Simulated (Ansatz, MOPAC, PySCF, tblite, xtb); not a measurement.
Scan of H₃N (cation, charge +1), doublet: umbrella (inversion) coordinate, bond length relaxed. Scanned: angle between the N-H bonds and the threefold axis (90 = planar). Other coordinates (N-H bond length) were minimised at PBE0/def2-TZVP.

Cartesian coordinates as functions of the variables (Å; names that start with a are angles):
```
N  0  0  0
H  r*sin(a)*cos(0*2*pi/3+0)  r*sin(a)*sin(0*2*pi/3+0)  0+r*cos(a)
H  r*sin(a)*cos(1*2*pi/3+0)  r*sin(a)*sin(1*2*pi/3+0)  0+r*cos(a)
H  r*sin(a)*cos(2*2*pi/3+0)  r*sin(a)*sin(2*2*pi/3+0)  0+r*cos(a)
```

Levels of theory: CCSD/aug-cc-pVQZ = CCSD on UHF/aug-cc-pVQZ, frozen core (Ansatz, a quantum-chemistry and plane-wave program); GFN2-xTB, 300 K electronic temperature (tblite); PM7, unrestricted, heats of formation (MOPAC); UKS-B3LYP/6-311+G** = unrestricted B3LYP/6-311+G**, spherical d run with PySCF; GFN1-xTB (xtb); CCSD(T)/aug-cc-pVQZ = CCSD(T) on UHF/aug-cc-pVQZ, frozen core (Ansatz).

Energies in kcal/mol, each method relative to its own lowest point.

| a / ° | CCSD/aug-cc-pVQZ | GFN2-xTB | PM7 | UKS-B3LYP/6-311+G** | GFN1-xTB | CCSD(T)/aug-cc-pVQZ |
|---|---|---|---|---|---|---|
| 90 | 0.0 | 0.0 | 0.0 | 0.0 | 0.0 | 0.0 |
| 93.90 | 0.4 | 0.3 | 0.6 | 0.4 | 0.3 | 0.4 |
| 96.90 | 1.2 | 0.9 | 1.9 | 1.3 | 1.0 | 1.2 |
| 99.90 | 2.7 | 2.0 | 4.1 | 2.7 | 2.1 | 2.7 |
| 102.90 | 4.8 | 3.5 | 7.1 | 4.8 | 3.8 | 4.7 |
| 105.90 | 7.7 | 5.6 | 11.2 | 7.8 | 6.0 | 7.6 |
| 108.90 | 11.6 | 8.2 | 16.5 | 11.6 | 9.0 | 11.4 |
| 111.90 | 16.5 | 11.7 | 23.1 | 16.6 | 12.7 | 16.3 |
| 114.90 | 22.7 | 15.9 | 31.2 | 22.8 | 17.5 | 22.5 |
| 117.90 | 30.3 | 21.1 | 40.7 | 30.4 | 23.2 | 30.0 |
| 120.90 | 39.4 | 27.5 | 51.8 | 39.6 | 30.2 | 39.0 |
| 123.90 | 50.2 | 35.0 | 64.6 | 50.4 | 38.6 | 49.7 |
| 126.90 | 62.9 | 43.7 | 79.1 | 63.1 | 48.4 | 62.3 |
| 129.90 | 77.6 | 53.6 | 95.6 | 77.8 | 59.9 | 76.8 |
| 132 | 89.3 | 61.2 | 108.2 | 89.4 | 69.1 | 88.3 |
